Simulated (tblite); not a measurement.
Species: C6H13PSSi.
SMILES with atom numbers: `[CH3:1][C:2]1=[C:3]([SiH3:4])[CH2:5][P@:6]([CH3:7])(=[S:8])[CH2:9]1` (hydrogens: H10, H11, H12 on C1; H13, H14, H15 on Si4; H16, H17 on C5; H18, H19, H20 on C7; H21, H22 on C9)

Cartesian coordinates in Å at the GFN2-xTB level; atoms count from 1:
```
atom  x, y, z in Å
C1    -1.811   -1.294    0.902
C2    -0.644   -0.751    0.150
C3    -0.642    0.344   -0.615
Si4   -2.118    1.463   -0.962
C5     0.673    0.666   -1.272
P6     1.921   -0.285   -0.295
C7     2.212    0.747    1.196
S8     3.523   -0.928   -1.176
C9     0.652   -1.511    0.254
H10   -1.588   -1.325    1.969
H11   -2.698   -0.687    0.746
H12   -2.020   -2.315    0.582
H13   -2.643    1.993    0.300
H14   -3.160    0.708   -1.661
H15   -1.649    2.568   -1.800
H16    0.702    0.309   -2.307
H17    0.899    1.735   -1.283
H18    2.769    0.152    1.920
H19    1.272    1.083    1.627
H20    2.821    1.602    0.904
H21    0.672   -2.361   -0.437
H22    0.846   -1.892    1.259
```

Computed values, GFN2-xTB/tblite, gas phase, harmonic and unscaled. This tight-binding method is rough: wavenumbers can miss measured ones by several per cent, in bad cases by 10 to 20. Modes of hydrogen on silicon can be 10 to 20 % off. One conformer, not necessarily the lowest.

Harmonic wavenumbers (cm⁻¹): 49.2, 73.5, 99.2, 111.3, 137.7, 169.1, 183.4, 204.7, 222.5, 241.9, 275.1, 319.0, 353.0, 431.6, 463.7, 557.2, 559.3, 636.3, 662.1, 738.2, 748.5, 761.1, 766.4, 782.8, 789.4, 798.8, 810.2, 855.8, 876.0, 934.9, 991.0, 1017.5, 1071.0, 1078.2, 1109.7, 1152.7, 1191.0, 1257.6, 1300.4, 1401.4, 1411.5, 1417.1, 1425.0, 1430.4, 1471.9, 1475.5, 1677.4, 2237.7, 2256.1, 2265.9, 2913.9, 2918.2, 2950.6, 2955.1, 2992.1, 2993.7, 2997.5, 3008.6, 3008.8, 3051.7.

A = 1809, B = 584.9, C = 524.6 MHz; mass 176.024 u (most abundant isotopes); point group C1, symmetry number 1.

Problem. What is the zero-point energy?

Solution. ½Σν̃ = 36521 cm⁻¹ = 436.88 kJ/mol.

Problem. Entropy at 500 K, 1 bar (ideal gas, RRHO, classical rotation)?

Solution. Translation 184.09, rotation 135.06, vibration 275.51: S = 594.7 J/(mol K).

Problem. And Cp and H(500 K) − H(0)?

Solution. Cp = 292.46 J/(mol K), of which vibrations give 259.20 (their classical limit is 60 R = 498.9); H(500 K) − H(0) = 86.91 kJ/mol without the zero-point energy, 70.28 from vibrations.

Problem. Which modes carry the vibrational entropy at 500 K?

Solution. 49.2 cm⁻¹: 24.58; 73.5 cm⁻¹: 21.25; 99.2 cm⁻¹: 18.77; 111.3 cm⁻¹: 17.82; 137.7 cm⁻¹: 16.07; 169.1 cm⁻¹: 14.39 J/(mol K); the other 54 give 162.66 together.

Problem. How do the functions run with temperature in this model?

Solution. 
```json
{"T (K)": "150", "S (J/(mol K))": "356.6", "Cp (J/(mol K))": "125.3", "H − H(0) (kJ/mol)": "11.78", "G − H(0) (kJ/mol)": "-41.71", "ln q(vib)": "3.87"}
{"T (K)": "250", "S (J/(mol K))": "433.1", "Cp (J/(mol K))": "178.9", "H − H(0) (kJ/mol)": "26.98", "G − H(0) (kJ/mol)": "-81.29", "ln q(vib)": "7.49"}
{"T (K)": "298.15", "S (J/(mol K))": "466.8", "Cp (J/(mol K))": "204.3", "H − H(0) (kJ/mol)": "36.21", "G − H(0) (kJ/mol)": "-102.95", "ln q(vib)": "9.22"}
{"T (K)": "400", "S (J/(mol K))": "533.8", "Cp (J/(mol K))": "253.0", "H − H(0) (kJ/mol)": "59.57", "G − H(0) (kJ/mol)": "-153.95", "ln q(vib)": "12.80"}
{"T (K)": "600", "S (J/(mol K))": "650.9", "Cp (J/(mol K))": "324.7", "H − H(0) (kJ/mol)": "117.82", "G − H(0) (kJ/mol)": "-272.73", "ln q(vib)": "19.56"}
{"T (K)": "900", "S (J/(mol K))": "796.6", "Cp (J/(mol K))": "392.9", "H − H(0) (kJ/mol)": "226.32", "G − H(0) (kJ/mol)": "-490.65", "ln q(vib)": "28.83"}
```

q(vib) and H(0) count from the zero-point level.

Hindered rotation and anharmonicity are outside this model. Other conformers, if any are populated, would add a mixing term that is left out. The structure is chiral; the term R ln 2 for an equal mix with its mirror image is left out.
